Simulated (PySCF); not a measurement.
## Working out the excitation energy of Ga

Ga [Ar] 3d10 4s2 4p1 (2P) → Ga [Ar] 3d10 4s1 4p2 (4P). All numbers are calculated (PySCF 2.14, a scalar-relativistic core potential, in aug-cc-pwCVDZ-PP with ECP10MDF). Frozen: nothing. Energies in hartree (1 hartree = 27.21139 eV):

```csv
part,Ga (lower),Ga (upper)
UHF,-258.291442,-258.169348
MP2 opposite-spin,-0.272232,-0.232478
MP2 same-spin,-0.135453,-0.133257
```

Task: What does Hartree-Fock give?

Result: (-258.169348) − (-258.291442) = 0.122094 hartree = 3.322 eV.

Task: What do MP2 and SCS-MP2 (6/5 opposite-spin, 1/3 same-spin) give?

Result: The opposite-spin parts differ by 1.082 eV and the same-spin parts by 0.060 eV. MP2: 3.322 + (1.082) + (0.060) = 4.464 eV. SCS-MP2: 3.322 + 1.2 × (1.082) + (0.060)/3 = 4.640 eV.

A double-zeta basis recovers only part of the correlation energy.
